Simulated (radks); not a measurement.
Question: I21+, configuration [Ar] 3d10 4s2 4p2. Method: Dirac Kohn-Sham, PBE, spin-unpolarised, spherical densities, finite nucleus; open shells fill j = l - 1/2 first; Fermi nuclear charge, rms radius 4.75 fm; computed with a radial shooting solver on a logarithmic mesh with Libxc functionals. Some entries of the table are withheld. Estimate them.

| orbital | occ. | eigenvalue (eV) | <r> (bohr) | <r^2> (bohr^2) |
|---|---|---|---|---|
| 1s1/2 | 2 | -33576.19 | 0.02722 | 0.001005 |
| 2s1/2 | 2 | -5699.012 | 0.1166 | 0.01609 |
| 2p1/2 | 2 | -5387.364 | 0.09833 | 0.01189 |
| 2p3/2 | 4 | -5087.869 | 0.1040 | 0.01317 |
| 3s1/2 | 2 | -1604.774 | 0.3104 | 0.1101 |
| 3p1/2 | 2 | (1) | (2) | 0.1044 |
| 3p3/2 | 4 | (3) | (4) | 0.1120 |
| 3d3/2 | 4 | -1194.166 | 0.2804 | 0.09265 |
| 3d5/2 | 6 | -1181.785 | 0.2838 | 0.09479 |
| 4s1/2 | 2 | -683.9580 | (5) | 0.4899 |
| 4p1/2 | 2 | -634.5525 | 0.6694 | 0.5059 |
| 4p3/2 | 0 | -618.7830 | 0.6863 | 0.5315 |

Answer: 
(1) 3p1/2 eigenvalue (eV): -1476.296
(2) 3p1/2 <r> (bohr): 0.3000
(3) 3p3/2 eigenvalue (eV): -1418.382
(4) 3p3/2 <r> (bohr): 0.3110
(5) 4s1/2 <r> (bohr): 0.6608
